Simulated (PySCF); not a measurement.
## Zr (zirconium, neutral) across methods

[Kr] 4d4, high-spin 5D determinant (an excited configuration). Computed with PySCF 2.14 in aug-cc-pwCVTZ-PP with ECP28MDF (8s8p7d4f3g, 122 functions), with a scalar-relativistic core potential.

```json
{"method": "HSE06", "E (hartree)": "-46.6661", "mean ε 4p α (eV)": "-31.441", "mean ε 4p β (eV)": "-29.130", "mean ε 4d α (eV)": "-2.341", "Σ⟨r²⟩ (bohr²)": "53.70", "⟨S²⟩": "6.001"}
{"method": "M06-L", "E (hartree)": "-46.6520", "mean ε 4p α (eV)": "-29.993", "mean ε 4p β (eV)": "-27.893", "mean ε 4d α (eV)": "-1.505", "Σ⟨r²⟩ (bohr²)": "53.58", "⟨S²⟩": "6.001"}
{"method": "UHF", "E (hartree)": "-46.21453", "mean ε 4p α (eV)": "-38.640", "mean ε 4p β (eV)": "-34.246", "mean ε 4d α (eV)": "-4.771", "Σ⟨r²⟩ (bohr²)": "51.98", "⟨S²⟩": "6.006"}
{"method": "TPSSh", "E (hartree)": "-46.6576", "mean ε 4p α (eV)": "-30.605", "mean ε 4p β (eV)": "-28.549", "mean ε 4d α (eV)": "-2.150", "Σ⟨r²⟩ (bohr²)": "54.40", "⟨S²⟩": "6.001"}
{"method": "r2SCAN", "E (hartree)": "-46.6917", "mean ε 4p α (eV)": "-30.390", "mean ε 4p β (eV)": "-28.166", "mean ε 4d α (eV)": "-1.959", "Σ⟨r²⟩ (bohr²)": "53.97", "⟨S²⟩": "6.002"}
{"method": "LDA", "E (hartree)": "-46.5452", "mean ε 4p α (eV)": "-29.443", "mean ε 4p β (eV)": "-27.796", "mean ε 4d α (eV)": "-2.072", "Σ⟨r²⟩ (bohr²)": "55.11", "⟨S²⟩": "6.000"}
{"method": "PBE", "E (hartree)": "-46.6842", "mean ε 4p α (eV)": "-29.417", "mean ε 4p β (eV)": "-27.715", "mean ε 4d α (eV)": "-1.965", "Σ⟨r²⟩ (bohr²)": "55.21", "⟨S²⟩": "6.001"}
```

Estimate the same row for PBE0.

E (hartree) = -46.6663; mean ε 4p α (eV) = -31.812; mean ε 4p β (eV) = -29.491; mean ε 4d α (eV) = -2.707; Σ⟨r²⟩ (bohr²) = 53.48; ⟨S²⟩ = 6.002.

Energies and moments cover only the electrons outside the core potential.
